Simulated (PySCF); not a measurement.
Vertical excitations of a molecule CH11ClSi4 from TDA-ωB97X/def2-SVPD in PySCF 2.14.0, as energy in eV (oscillator strength): 6.71 (0.041), 6.90 (0.109), 7.50 (0.041), 7.53 (0.028), 7.61 (0.129), 7.75 (0.065). Lowest triplet (TDA): 5.89 eV. Coordinates come from a PBE0-D3(BJ)/def2-SVP optimisation. The values are those of a single conformer.

**Question.** Pick the molecule that these values belong to.
(A) C[SiH2][SiH2][SiH2][SiH2]Cl
(B) [SiH3]C[SiH2][Si@@H]([SiH3])Cl
(C) [SiH3][SiH2][C@@H]([SiH3])[SiH2]Cl
(D) [SiH3][SiH]([SiH3])C[SiH2]Cl

**Answer.** D, [SiH3][SiH]([SiH3])C[SiH2]Cl
